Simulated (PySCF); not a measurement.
# Nonlinear optical response: `C=C/C=C/[Se]C`, C5H8Se

Geometry:
| atom | x (Å) | y (Å) | z (Å) |
| --- | --- | --- | --- |
| C1 | -3.234 | -0.047 | 0.146 |
| C2 | -1.955 | 0.292 | -0.083 |
| C3 | -0.822 | -0.592 | 0.107 |
| C4 | 0.451 | -0.223 | -0.131 |
| Se5 | 1.948 | -1.338 | 0.101 |
| C6 | 3.309 | -0.062 | -0.434 |
| H7 | -4.049 | 0.662 | -0.015 |
| H8 | -3.503 | -1.047 | 0.501 |
| H9 | -1.727 | 1.304 | -0.438 |
| H10 | -1.040 | -1.606 | 0.463 |
| H11 | 0.676 | 0.789 | -0.486 |
| H12 | 3.159 | 0.250 | -1.475 |
| H13 | 3.307 | 0.809 | 0.235 |
| H14 | 4.275 | -0.577 | -0.349 |

Computed with quadratic response CAM-B3LYP/def2-TZVPD first hyperpolarisability, Taylor convention, gas phase in PySCF 2.14.0. Geometry: PBE0-D3(BJ)/def2-SVP.

The calculation is non-relativistic, which matters for the atoms heavier than Zn.

(1) What is the first hyperpolarisability, and how does it disperse?

(2) Which lowest excitations, dipole and polarisabilities go with it?

## Answers

(1) In au, Taylor convention; the vector part is βᵢ = ⅓ Σⱼ (βᵢⱼⱼ + βⱼᵢⱼ + βⱼⱼᵢ); β∥ is 3/5 of the vector part along the dipole, the dipole points from − to +:
```
                   process  λ (nm)  β vector norm     β∥  β HRS  depolarisation ratio
           static β(0;0,0)       ∞          771.4  267.1  349.6                  3.87
second harmonic β(−2ω;ω,ω)    1907          886.1  303.0  399.4                  3.94
         Pockels β(−ω;ω,0)    1907          807.2  278.3      –                     –
second harmonic β(−2ω;ω,ω)    1064         1243.5  413.5  553.7                  4.12
         Pockels β(−ω;ω,0)    1064          895.0  305.8      –                     –
```

(2) S1 4.45 eV (f = 0.000); S2 4.65 eV (f = 0.648); S3 5.31 eV (f = 0.019); dipole 1.58 D; isotropic α 106.5 au static, 107.2 au at 1907 nm, 108.9 au at 1064 nm, 109.5 au at 953.5 nm, 117.7 au at 532 nm.
